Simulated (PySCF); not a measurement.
# Energy of Mn⁺ (manganese, charge +1) between two integer charges

The 4s alpha orbital of [Ar] 3d5 4s1 is emptied in steps (occupation f), with all orbitals relaxed, ending at [Ar] 3d5. Calculation: PySCF 2.14, in aug-pcseg-2; the non-relativistic Hamiltonian (point nucleus). The exact energy is a straight line in f; departures are measured from the line between the end points of the same method.

```tsv
f	BLYP (eV)
1	0.000
0.9	-0.333
0.7	-0.780
0.5	-0.931
0.3	-0.783
0.1	-0.335
0	0.000
```

```tsv
method	E(f=0) − E(f=1) (eV)	−ε at f=1 (eV)	−ε at f=0.5 (eV)
BLYP	16.001	12.303	15.993
```

Orbital energy along the path (eV):

```
  f     BLYP
  1  -12.303
0.9  -13.032
0.7  -14.505
0.5  -15.993
0.3  -17.489
0.1  -18.983
  0  -19.725
```

Reference removal energy between the ground levels: 15.640 eV (measured; NIST Atomic Spectra Database, ionization energies).
